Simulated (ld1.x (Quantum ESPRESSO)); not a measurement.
**How hard is this carbon TM semilocal potential?**

| Property | Result |
| --- | --- |
| Element | C (Z = 6) |
| Generator | ld1.x (Quantum ESPRESSO) 7.5 |
| Type | norm-conserving Troullier–Martins (semilocal form) |
| Functional | BLYP |
| Relativity | scalar-relativistic |
| Frozen core | [He] |
| Valence charge | 4 |
| Reference configuration | 2s2 2p0 (charge +2) |
| Partial waves | 2p (bound, empty): rc 1.45 bohr; 3d channel at 0.1 Ry: rc 1.15 bohr; 2s (bound): rc 1.10 bohr |
| Local potential | the s channel |
| Core correction | a·sin(br)/r model core inside 0.60 bohr |

The pseudo-atom Hamiltonian at the reference potential is diagonalised in spherical Bessel functions j_l(qr) that vanish at 20 bohr, with q² up to the cutoff. All-electron valence levels (Ry): 2p -2.3386, 2s -2.9621.

Problem. How do the lowest levels (Ry) of each channel move with the cutoff, and are there ghosts?

Solution.

| cutoff (Ry) | p #1 | p #2 | d #1 | d #2 | s #1 | s #2 | Σ f·Δε (mRy) |
| --- | --- | --- | --- | --- | --- | --- | --- |
| 8 | -1.7954 | -0.6196 | -0.6186 | -0.2959 | -2.8107 | -0.8715 | 302.7 |
| 18 | -2.1431 | -0.7062 | -0.6270 | -0.2994 | -2.8946 | -0.8871 | 134.9 |
| 35 | -2.3174 | -0.7449 | -0.6282 | -0.2999 | -2.9553 | -0.9016 | 13.6 |
| 50 | -2.3368 | -0.7492 | -0.6284 | -0.3000 | -2.9593 | -0.9029 | 5.5 |
| 80 | -2.3384 | -0.7497 | -0.6284 | -0.3000 | -2.9607 | -0.9031 | 2.8 |
| 120 | -2.3386 | -0.7497 | -0.6284 | -0.3000 | -2.9620 | -0.9033 | 0.2 |
| 400 | -2.3386 | -0.7497 | -0.6284 | -0.3000 | -2.9621 | -0.9034 | 0.0 |

Result: no extra level below or beside the all-electron valence levels (p, d, s tested); the semilocal form is local in each channel, so this says nothing of the separable form that plane-wave codes build from it; 10 mRy is reached at 40 Ry and 1 mRy at 100 Ry.
